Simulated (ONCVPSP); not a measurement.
## Pseudopotential generation for Lu (Z = 71): ONCV, PBE, scalar-relativistic.

| Quantity | Value |
| --- | --- |
| Element | lutetium |
| Generator | ONCVPSP 4.0.1 |
| Type | optimised norm-conserving Vanderbilt (ONCV) |
| Functional | PBE |
| Relativity | scalar-relativistic |
| Frozen core | [Kr] 4d10 |
| Valence charge | 25 |
| Reference configuration | 4f14 5s2 5p6 5d1 6s2 |
| Partial waves | 5s+6s: rc 1.65 bohr, ncon 4, nbas 8, qcut 8.5 1/bohr, 2 projectors; 5p: rc 1.45 bohr, ncon 3, nbas 8, qcut 4.6 1/bohr, 2 projectors, debl 2.3 Ha; 5d: rc 2.35 bohr, ncon 4, nbas 7, qcut 3.8 1/bohr, 2 projectors, debl 3 Ha; 4f: rc 0.80 bohr, ncon 4, nbas 9, qcut 24.7 1/bohr, 2 projectors, debl 3.9 Ha |
| Local potential | polynomial inside 0.55 bohr (lpopt 5, dvloc0 0 Ha) |
| Core correction | polynomial model core, fcfact 0.65 |

All-electron outer shells of the reference configuration (PBE, scalar-relativistic, ld1.x):

```
shell  level (eV)  outermost node (bohr)  outermost maximum (bohr)
   4d     -191.92                   0.23                      0.48
   5s      -61.06                   0.57                      1.04
   5p      -31.66                   0.61                      1.19
   4f       -9.62                      –                      0.47
   6s       -4.66                   1.41                      3.08
   5d       -1.75                   0.68                      1.84
```

(1) Estimate the cutoffs (Ha) at which the residual kinetic energy of the hardest occupied pseudo-wave falls to 1 and 0.1 mHa per electron.

(2) Does the potential have ghost states?

(3) Which valence shell sets the plane-wave cutoff?

## Answers

(1) 231 Ha and 257 Ha.

(2) Ghosts flagged at negative energy: s at -1323.0 eV, p at -420.8 eV, d at -159.5 eV; GHOST(+) flagged for s at 163.5 eV. A true bound ghost makes a file unfit for plane-wave use.

(3) 4f: 231 Ha for 1 mHa per electron, against 48 Ha for 5p.

Its largest configuration-test error is -204 meV (4f13 5s2 5p6 5d2 6s1). 1 of 4 tests not solved or not reliable.
